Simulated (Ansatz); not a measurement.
Cost and result for the atomization energy of `C[C@@H]1B[C@H]1Cl` (11 atoms, 11 bonds).

Cartesian coordinates in Å:
```
C -0.4563 0.1619 1.3824
C 0.1390 0.4387 0.0248
B -0.4618 0.3347 -1.3760
C 0.5202 -0.7249 -0.8855
Cl 2.1468 -0.8840 -1.5479
H 0.3175 -0.1039 2.1069
H -1.1706 -0.6632 1.3372
H -0.9901 1.0377 1.7580
H 0.8655 1.2584 0.0238
H -1.0496 0.8294 -2.2759
H 0.1393 -1.6848 -0.5477
```

Total charge 0; spin multiplicity 1. The structure was optimised at the PBE0-D4/def2-TZVP level. Program: Ansatz. All runs use 4 threads of an Arm Neoverse V1 on a shared host. Times are those of one run each, without the atoms' runs, and a repeat can differ threefold. Electronic energies, without spin–orbit coupling; frozen cores. CCSD(T)/CBS adds CCSD(T) − MP2 in def2-TZVPP to the MP2 limit, and its time is that of the two runs behind it. T1 = 0.010. B3LYP takes the VWN-RPA correlation (the form of Gaussian; ORCA's B3LYP/G).

CCSD(T)/CBS is a level of theory with its own doubt, some kJ/mol a heavy atom from the limit and from the frozen cores, so smaller differences don't rank the functionals.

```json
{"level": "PBE-D4/def2-TZVPP (with forces)", "functions": "250", "wall time": "2.4 s", "atomization (kJ/mol)": "4297.9", "difference from CCSD(T)/CBS": "135.8", "per bond": "12.3"}
{"level": "PBE0-D4/def2-TZVPP", "functions": "250", "wall time": "2.7 s", "atomization (kJ/mol)": "4239.8", "difference from CCSD(T)/CBS": "77.7", "per bond": "7.1"}
{"level": "B3LYP-D4/def2-TZVPP (with forces)", "functions": "250", "wall time": "4.3 s", "atomization (kJ/mol)": "4182.1", "difference from CCSD(T)/CBS": "20.0", "per bond": "1.8"}
{"level": "r2SCAN-D4/def2-TZVPP (with forces)", "functions": "250", "wall time": "4.6 s", "atomization (kJ/mol)": "4215.1", "difference from CCSD(T)/CBS": "53.0", "per bond": "4.8"}
{"level": "B2PLYP/def2-TZVPP", "functions": "250", "wall time": "5.5 s", "atomization (kJ/mol)": "4139.1", "difference from CCSD(T)/CBS": "-23.0", "per bond": "-2.1"}
{"level": "ωB97X-V/def2-TZVPP", "functions": "250", "wall time": "7.5 s", "atomization (kJ/mol)": "4194.0", "difference from CCSD(T)/CBS": "31.9", "per bond": "2.9"}
{"level": "ωB97M-V/def2-TZVPP (with forces)", "functions": "250", "wall time": "11 s", "atomization (kJ/mol)": "4203.6", "difference from CCSD(T)/CBS": "41.5", "per bond": "3.8"}
{"level": "MP2/def2-QZVPP", "functions": "478", "wall time": "21 s", "atomization (kJ/mol)": "4204.8", "difference from CCSD(T)/CBS": "42.7", "per bond": "3.9"}
{"level": "CCSD(T)/def2-TZVPP", "functions": "250", "wall time": "2 min", "atomization (kJ/mol)": "4064.9", "difference from CCSD(T)/CBS": "-97.2", "per bond": "-8.8"}
{"level": "CCSD(T)/CBS(def2)", "functions": "–", "wall time": "2.4 min", "atomization (kJ/mol)": "4162.1", "difference from CCSD(T)/CBS": "0.0", "per bond": "0.0"}
```

From PBE to PBE0 (25 % exact exchange), in def2-TZVPP and without D4, the atomization energy moves by −54.7 kJ/mol: exact exchange takes away binding that semilocal exchange gives to molecules. The D4 term adds +34.4 kJ/mol with B3LYP and +18.0 kJ/mol with PBE0; it sums over pairs of atoms, weighted by their polarisabilities, and B3LYP, whose exchange is more repulsive, gets the larger term. In def2-TZVPP, CCSD(T) changes the Hartree–Fock value by +938.9 kJ/mol (the triples alone add +60.9 kJ/mol) and MP2 by +1021.8 kJ/mol; breaking electron pairs costs correlation energy, which Hartree–Fock lacks.
